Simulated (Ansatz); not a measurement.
System: sum formula GeIF$_{3}$ (charge 0, singlet). 
Geometry from a B3LYP-D3(BJ)/def2-TZVP (Ansatz, a first-principles code) optimisation:
```
Ge
F 1 1.7164
F 1 1.7164 2 106.37
F 1 1.7164 2 106.37 3 113.12
I 1 2.4642 2 112.41 4 123.44
```
Charge 0, spin multiplicity 1.

Wanted: vertical ionisation energy (to the doublet state of charge +1; each state is the SCF solution reached for its spin; the molecule has degenerate orbitals, so one determinant may break the symmetry), in eV. Valence correlation only, unless marked. UHF or UKS for open shells. No spin-orbit coupling. Frozen are the shells of the preceding noble gas and the d and f shells that filled before the atom's block. Past Kr the def2 sets carry scalar-relativistic core potentials. Basis-set limits of correlation are two-point, X^-3; Hartree-Fock from the larger set.

```tsv
level	program	vertical ionisation energy (eV)
r2SCAN/def2-TZVPD	Ansatz	11.22
```

**Question.** Estimate the value at CCSD(T)/CBS(def2-TZVPPD,def2-QZVPPD) as computed with Ansatz.

**Answer.** 11.45 eV, so r2SCAN/def2-TZVPD differs from it by -0.23 eV.
